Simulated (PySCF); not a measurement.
The dipole of `C#CC[P@@](C)(=O)C=C` from its density and from atomic charges.

Coordinates (GFN2-xTB, Å) and charges (e) from the PBE0/pcSseg-1 density (PySCF):

```json
{"atom": "C1", "x": "-0.223", "y": "2.674", "z": "1.361", "Mulliken": "-0.3592", "IAO": "-0.2564", "Hirshfeld": "-0.1158", "ESP-fitted": "-0.5895"}
{"atom": "C2", "x": "-0.017", "y": "2.067", "z": "0.349", "Mulliken": "+0.1343", "IAO": "-0.0320", "Hirshfeld": "-0.0380", "ESP-fitted": "+0.2678"}
{"atom": "C3", "x": "0.215", "y": "1.301", "z": "-0.845", "Mulliken": "-0.3230", "IAO": "-0.5305", "Hirshfeld": "-0.0972", "ESP-fitted": "-0.7000"}
{"atom": "P4", "x": "-0.105", "y": "-0.507", "z": "-0.603", "Mulliken": "+0.8342", "IAO": "+1.5433", "Hirshfeld": "+0.4415", "ESP-fitted": "+1.0892"}
{"atom": "C5", "x": "-1.825", "y": "-0.588", "z": "0.024", "Mulliken": "-0.4664", "IAO": "-0.6900", "Hirshfeld": "-0.1626", "ESP-fitted": "-0.7499"}
{"atom": "O6", "x": "0.131", "y": "-1.293", "z": "-1.819", "Mulliken": "-0.5997", "IAO": "-0.9239", "Hirshfeld": "-0.4006", "ESP-fitted": "-0.6717"}
{"atom": "C7", "x": "0.939", "y": "-0.959", "z": "0.810", "Mulliken": "-0.4419", "IAO": "-0.4325", "Hirshfeld": "-0.1008", "ESP-fitted": "-0.3347"}
{"atom": "C8", "x": "1.803", "y": "-1.949", "z": "0.674", "Mulliken": "-0.1014", "IAO": "-0.2610", "Hirshfeld": "-0.0651", "ESP-fitted": "-0.3024"}
{"atom": "H9", "x": "-0.396", "y": "3.223", "z": "2.238", "Mulliken": "+0.0445", "IAO": "+0.2028", "Hirshfeld": "+0.0926", "ESP-fitted": "+0.3468"}
{"atom": "H10", "x": "1.254", "y": "1.397", "z": "-1.177", "Mulliken": "+0.1936", "IAO": "+0.1909", "Hirshfeld": "+0.0677", "ESP-fitted": "+0.2398"}
{"atom": "H11", "x": "-0.439", "y": "1.631", "z": "-1.659", "Mulliken": "+0.1897", "IAO": "+0.1864", "Hirshfeld": "+0.0680", "ESP-fitted": "+0.2480"}
{"atom": "H12", "x": "-2.048", "y": "-1.625", "z": "0.267", "Mulliken": "+0.1620", "IAO": "+0.1725", "Hirshfeld": "+0.0560", "ESP-fitted": "+0.2072"}
{"atom": "H13", "x": "-2.490", "y": "-0.265", "z": "-0.776", "Mulliken": "+0.1561", "IAO": "+0.1679", "Hirshfeld": "+0.0558", "ESP-fitted": "+0.2145"}
{"atom": "H14", "x": "-1.961", "y": "0.041", "z": "0.898", "Mulliken": "+0.1537", "IAO": "+0.1675", "Hirshfeld": "+0.0446", "ESP-fitted": "+0.1992"}
{"atom": "H15", "x": "0.827", "y": "-0.391", "z": "1.722", "Mulliken": "+0.1474", "IAO": "+0.1647", "Hirshfeld": "+0.0445", "ESP-fitted": "+0.1784"}
{"atom": "H16", "x": "2.460", "y": "-2.271", "z": "1.465", "Mulliken": "+0.1292", "IAO": "+0.1593", "Hirshfeld": "+0.0577", "ESP-fitted": "+0.1774"}
{"atom": "H17", "x": "1.867", "y": "-2.473", "z": "-0.267", "Mulliken": "+0.1473", "IAO": "+0.1711", "Hirshfeld": "+0.0520", "ESP-fitted": "+0.1798"}
```

Task: Form Σ q r in debye for every column and set it beside the full dipole.

Result: The full density gives (-0.42, 1.38, 3.00) D, 3.33 D in size; dipole vectors point from the negative to the positive end.

```tsv
scheme	μx	μy	μz	size (D)	share of the full size (%)	angle to the full dipole (°)
Mulliken	-0.33	-0.70	0.01	0.77	23	108
IAO	-0.63	1.71	3.62	4.05	122	2
Hirshfeld	-0.26	1.06	2.01	2.29	69	3
ESP-fitted	-0.44	1.39	3.00	3.33	100	0
```

Task: Which set comes closest?

Result: Length of the difference vector: ESP-fitted 0.02 D, IAO 0.73 D, Hirshfeld 1.05 D, Mulliken 3.64 D. Closest: ESP-fitted. 

Task: What is left for the Hirshfeld atoms' own dipoles?

Result: The shares of the density sum to the whole, so what Σ q r misses lies in dipoles about the nuclei. The atomic dipoles sum to (-0.42, 1.38, 3.00) − (-0.26, 1.06, 2.01) = (-0.16, 0.32, 0.99) D, 1.05 D in size.

Task: With the origin at the mean of the coordinates, (0.000, 0.001, 0.157) Å, which are the largest single terms, by size, of the Mulliken dipole along the direction of the full one?

Result: O6 +6.72, C1 -3.83, P4 -3.53, H17 -1.16, H11 -0.83 D; all 17 atoms together -0.23 D. The single terms depend on the origin, their sum doesn't.

Task: Give the size of the full dipole in other units.

Result: 3.33 D = 1.310 au = 0.693 e·Å = 11.11 × 10⁻³⁰ C·m.

Geometry: GFN2-xTB, one conformer, isolated molecule.

The run behind these numbers computed NMR shieldings as well. Hardware: one thread, Arm Neoverse N1 (aarch64), no GPU, on a shared host. Cost: 54 s of wall time, 0.89 GiB resident at most.

Conformer computed: `[CH:1]#[C:2][CH2:3][P@@:4]([CH3:5])(=[O:6])[CH:7]=[CH2:8]`: C2–C3–P4–C5 55°, C3–P4–C7–C8 -125°.
